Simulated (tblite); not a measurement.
C4H5Cl3NO (doublet state).
Numbering: `[CH3:1][N:2][C:3](=[O:4])[CH2:5][C:6]([Cl:7])([Cl:8])[Cl:9]` (hydrogens: H10, H11, H12 on C1; H13, H14 on C5)

Computed geometry: GFN2-xTB, gas phase. This method treats the open shell by occupation alone, without spin polarisation.

**Question.** Give the optimised bond lengths and angles.

**Answer.** 
```json
{"bond": "C1–N2", "length (pm)": "140.2"}
{"bond": "N2–C3", "length (pm)": "128.0"}
{"bond": "C3=O4", "length (pm)": "120.9"}
{"bond": "C3–C5", "length (pm)": "160.5"}
{"bond": "C5–C6", "length (pm)": "150.9"}
{"bond": "C6–Cl7", "length (pm)": "179.5"}
{"bond": "C6–Cl8, C6–Cl9", "length (pm)": "176.9"}
{"bond": "C1–H10, C1–H11, C1–H12", "length (pm)": "109.5"}
{"bond": "C5–H13, C5–H14", "length (pm)": "109.1"}
```

Bonds in one row agree within 1 pm and their mean is given. A selection of angles:
```json
{"angle": "C1–N2–C3", "degrees": "133.5"}
{"angle": "N2–C3–O4", "degrees": "132.0"}
{"angle": "N2–C3–C5", "degrees": "110.7"}
{"angle": "O4–C3–C5", "degrees": "117.3"}
{"angle": "C3–C5–C6", "degrees": "112.3"}
{"angle": "C5–C6–Cl7", "degrees": "106.3"}
{"angle": "C5–C6–Cl8", "degrees": "111.8"}
{"angle": "Cl7–C6–Cl8", "degrees": "108.3"}
{"angle": "Cl8–C6–Cl9", "degrees": "109.8"}
```

Torsions: C1–N2–C3–O4 179° (antiperiplanar); N2–C3–C5–C6 177° (antiperiplanar); C3–C5–C6–Cl7 180° (antiperiplanar). The mirror-image conformer, all signs reversed, is as good.

N2 (nitrogen bonded to 2 C) is bent (angle 133.5°). Of the pairs four or more bonds apart, O4···Cl9 is among the closest relative to their van der Waals radii: 2.93 Å, 90 % of the sum of Bondi's values. The C–Cl distances run from 1.768 Å (C6–Cl9, drawn single) to 1.795 Å (C6–Cl7, drawn single), a spread of 0.027 Å. The 2 C–C bonds span 1.509 Å (C5–C6, drawn single) to 1.605 Å (C3–C5, drawn single), a spread of 0.096 Å. C3 (carbon bonded to C, N and O) is planar (angles 132.0°, 117.3° and 110.7°, sum 360.0°, 0.00 Å off the plane of its three neighbours). The 2 C–N bonds span 1.280 Å (N2–C3, drawn single in one of several resonance forms) to 1.402 Å (C1–N2, drawn single), a spread of 0.122 Å.

Point group: near Cs, missed by 0.16 Å at most; the miss may be what the optimiser left on a soft mode. Its GFN2-xTB frequencies are all real (lowest 25 cm⁻¹).

The run took 0.77 s on one thread, Arm Neoverse V2 (aarch64) (shared host). This is the geometry optimisation.
